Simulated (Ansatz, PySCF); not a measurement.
Species: C$_{4}$H$_{7}$O (charge 0, doublet). It need not be the lowest isomer of its formula. 
Geometry from a B3LYP-D3(BJ)/def2-TZVP (Ansatz, a program for electronic structure) optimisation:
SMILES: C[CH]CC=O
```xyz
12

C     -2.3234    -0.1969    -0.0334
C     -0.8958     0.1191    -0.2845
C      0.1620    -0.4165     0.6016
C      1.5749    -0.0281     0.2477
O      1.8910     0.6683    -0.6804
H     -2.9780     0.2691    -0.7692
H     -2.6472     0.1393     0.9616
H     -2.5123    -1.2793    -0.0569
H     -0.5978     0.7431    -1.1142
H      0.0106    -0.1205     1.6546
H      0.1436    -1.5196     0.6501
H      2.3474    -0.4437     0.9289
```
Charge 0, spin multiplicity 2.

Total electronic energies in hartree. Valence correlation only, unless marked. Open shells are spin-unrestricted. Spin-orbit coupling is left out. No relativistic terms. CBS(X,Y): correlation extrapolated as X^-3; Hartree-Fock from the larger set. The bracket is a focal-point correction in the basis named.

| level | program | energy (Eh) |
|---|---|---|
| HF/6-31G | Ansatz | -230.25528 |
| HF-D4/def2-TZVPD | PySCF + dftd4 | -230.47643 |
| RI-HF/cc-pVTZ | Ansatz | -230.44191 |
| PBE/def2-TZVPD | Ansatz | -231.58745 |
| PBE-D4/def2-TZVPD | Ansatz + dftd4 | -231.59470 |
| r2SCAN/def2-TZVPD | Ansatz | -231.75000 |
| PBE0/6-31G* | Ansatz | -231.51751 |
| PBE0/def2-SVP | Ansatz | -231.35169 |
| PBE0-D4/def2-TZVP | Ansatz + dftd4 | -231.61361 |
| PBE0/def2-TZVP | Ansatz | -231.60756 |
| M06-2X/def2-TZVPD | PySCF | -231.77058 |
| HSE06-D4/def2-TZVPD | Ansatz + dftd4 | -231.60114 |
| CAM-B3LYP/def2-TZVPD | Ansatz | -231.76708 |
| wB97M-V/def2-TZVPD | Ansatz | -231.77372 |
| PBE-QIDH/def2-TZVPD | Ansatz | -231.56584 |
| RPA@PBE/cc-pVTZ | Ansatz | -231.83279 |
| MP2/6-31G | Ansatz | -230.71693 |
| MP2/cc-pVTZ | Ansatz | -231.31787 |
| RI-MP2/CBS(cc-pVTZ,cc-pVQZ) | Ansatz | -231.4357 |
| CCSD/STO-3G | Ansatz | -227.78111 |
| CCSD/cc-pVTZ | Ansatz | -231.35974 |
| CCSD(T)/cc-pVTZ | Ansatz | -231.39748 |
| RI-MP2/CBS(cc-pVTZ,cc-pVQZ)+[CCSD(T)-MP2]/cc-pVTZ | Ansatz | -231.5153 |

Totals of different functionals don't rank their quality; only differences between species are comparable.
